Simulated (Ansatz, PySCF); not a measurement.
System: BeCl₂, charge -1, multiplicity 2. 
Structure (B3LYP-D3(BJ)/def2-TZVP (Ansatz, a quantum-chemistry and plane-wave program) minimum search):
```xyz
3

Be    -0.1610    -0.7533    -0.3612
Cl     1.2334     0.3793    -1.1053
Cl    -1.1955    -0.2021     1.1902
```
Charge -1, spin multiplicity 2.

Total electronic energies in hartree. Valence correlation only, unless marked. UHF or UKS for open shells. Spin-orbit coupling is left out. No relativistic terms. Basis-set limits of correlation are two-point, X^-3; Hartree-Fock from the larger set. [CCSD(T)-MP2]/basis is that difference in the basis named.

```
level                                                                 program  energy (Eh)
-------------------------------------------------------------  --------------  -----------
HF/def2-TZVPPD                                                         Ansatz   -933.81683
RI-HF/def2-TZVPP                                                       Ansatz   -933.81169
RI-HF/def2-QZVPP                                                       Ansatz   -933.84457
RI-HF/def2-QZVPPD                                                      Ansatz   -933.84504
BP86-D4/def2-TZVPD                                              PySCF + dftd4   -935.41929
TPSS-D4/def2-TZVPD                                              PySCF + dftd4   -935.38111
PBE0/def2-QZVPP                                                        Ansatz   -935.03094
BHLYP-D3(BJ)/def2-TZVPD                                        Ansatz + dftd3   -935.33118
BHLYP/def2-TZVPD                                                       Ansatz   -935.32739
HSE06-D3(BJ)/def2-TZVPD                                        Ansatz + dftd3   -934.98724
LC-wPBE-D3(BJ)/def2-TZVPD                                      Ansatz + dftd3   -935.06423
LC-wPBE/def2-TZVPD                                                     Ansatz   -935.06180
MP2/def2-SVP                                                           Ansatz   -933.75908
MP2/CBS(def2-TZVPPD,def2-QZVPPD)                                       Ansatz    -934.3435
SCS-MP2/STO-3G                                                         Ansatz   -923.69156
SCS-MP2/def2-TZVPP                                                     Ansatz   -934.21955
SCS-MP2/def2-TZVPPD                                                    Ansatz   -934.22894
CCSD/def2-SVPD                                                         Ansatz   -933.84477
CCSD/def2-QZVPP                                                        Ansatz   -934.34167
CCSD(T)/def2-SVP                                                       Ansatz   -933.78995
CCSD(T)/def2-QZVPP                                                     Ansatz   -934.36485
RI-MP2/CBS(def2-TZVPPD,def2-QZVPPD)+[CCSD(T)-MP2]/def2-TZVPPD          Ansatz    -934.3961
CCSD(T)/CBS(def2-TZVPPD,def2-QZVPPD)                                   Ansatz    -934.3995
```

Totals of different functionals don't rank their quality; only differences between species are comparable.
